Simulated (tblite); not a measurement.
Species: C4H4O3Si.
Numbering: `[O:1]=[C:2]([OH:3])[C:4]1=[CH:5][SiH2:6][C:7]1=[O:8]` (hydrogens: H9 on O3; H10 on C5; H11, H12 on Si6)

Structure used (GFN2-xTB), in Å, numbered top down from 1:
```xyz
12
C4H4O3Si angstrom
O      2.0617    1.6968   -0.0676
C      1.6691    0.5574   -0.1314
O      2.4799   -0.4846   -0.3110
C      0.2481    0.1679   -0.0180
C     -0.8093    0.9882    0.1751
Si    -2.1426   -0.3726    0.1946
C     -0.3849   -1.1826   -0.0780
O      0.0890   -2.2733   -0.2333
H      3.4036   -0.1970   -0.3800
H     -0.7437    2.0598    0.2704
H     -2.7942   -0.5993    1.4787
H     -3.0753   -0.3614   -0.9255
```

Computed with GFN2-xTB (tblite): harmonic, unscaled wavenumbers at the GFN2-xTB geometry, gas phase. Errors from tens to a few hundred cm⁻¹ against measured bands are possible. Modes of hydrogen on silicon can be 10 to 20 % off. One conformer, not necessarily the lowest. The optimisation stopped once no atom felt more than 0.01 eV/Å.

Lowest wavenumbers of the output (negative numbers stand for imaginary wavenumbers):
```
mode    cm-1
  1     -25.3
  2      96.5
  3     134.4
  4     210.4
  5     319.8
  6     362.2
  7     372.6
  8     442.5
  9     448.5
 10     563.6
```

Task: Is this structure a minimum?

Result: Not by this Hessian. 1 mode is imaginary beyond 20i (25i cm⁻¹), so at this level the point lies at or near a first-order saddle. The curvature is small, so loose convergence or finite differences may be the whole cause.

Task: Which atoms move in the imaginary mode?

Result: 25i: O3 (acid hydroxyl oxygen) 42 %, O1 (acid carbonyl oxygen) 30 %, O8 (carbonyl oxygen) 18 %. These are shares of the mass-weighted motion.

Task: What is the remedy?

Result: Step along that mode in both directions, optimise again with tighter thresholds and repeat the frequencies. The zero-point energy of this point (43.3 kcal/mol) counts the 29 real modes alone, and thermal corrections from it aren't those of a minimum.
